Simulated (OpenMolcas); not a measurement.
## Se VI: CASPT2 settings compared

```
Program             : OpenMolcas
Basis               : ANO-R2 [6s6p4d3f1g]
Scalar Hamiltonian  : X2C, finite nucleus
Active space        : 1 electron in 4 orbitals (4s 4p)
State averaging     : 2S+1 = 2 even, 1 root; 2S+1 = 2 odd, 3 roots
Spin-orbit coupling : state interaction with AMFI integrals over the reference wave functions, term energies averaged over their components
```

Methods on the same reference wave functions:
A. CASSCF
B. XMS-CASPT2, IPEA 0 Eh, imaginary shift 0.1 Eh (closed shells correlated: 3d)
C. XMS-CASPT2, IPEA 0.5 Eh, imaginary shift 0.2 Eh (closed shells correlated: 3d)
D. XMS-CASPT2, IPEA 0.6 Eh, sigma2 regulariser 0.2 Eh (closed shells correlated: 3d)

Energies in cm⁻¹ above 4s ²S_1/2, the measured ground level; measured values from Moore, Atomic Energy Levels, vol. II, NSRDS-NBS 35 (1971 reprint of NBS Circular 467, 1952).

```
     Level       A       B       C       D  Measured
 4s ²S_1/2     0.0     0.0     0.0     0.0       0.0
4p ²P°_1/2  110412  111735  111633  111614    112762
4p ²P°_3/2  115272  116595  116493  116475    118462
```

Deviations, from unrounded energies. A percentage is the sum of absolute deviations over the sum of measured energies, with the sign that they share, or ± where signs differ.

```json
{"Against measurement": "mean absolute deviation (cm-1)", "Levels": "2", "A": "2800", "B": "1400", "C": "1500", "D": "1600"}
{"Against measurement": "other configurations (%)", "Levels": "2", "A": "-2.4", "B": "-1.3", "C": "-1.3", "D": "-1.4"}
```

B lies closest to measurement on these levels and A furthest from it. The largest miss of B in the table is 4p ²P°_3/2, by -1900 cm-1. The ranking rests on the paired levels alone, and a cruder setting can come out closer through cancelling errors.

Among B to D the level of the table that moves most is 4p ²P°_3/2, by 120 cm-1 (lowest in D, highest in B).

The lowest spin-free term lies below A's lowest term by 0.415 hartree in B, 0.414 hartree in C, 0.414 hartree in D.

With one active electron the reference holds no correlation, so core polarisation is missing (holds for A). With one active electron, CASPT2 adds the correlation within the correlated inactive shells and between them and that electron, and leaves the splitting within a term as the reference gives it (holds for B; C; D). Computed and measured levels are paired by configuration, term and J; levels that our copy of the source lacks, or whose pairing is in doubt (as where it misses far off the trend of its configuration), stay unpaired and out of the deviations. Only configurations of the active space appear.

° marks odd parity.
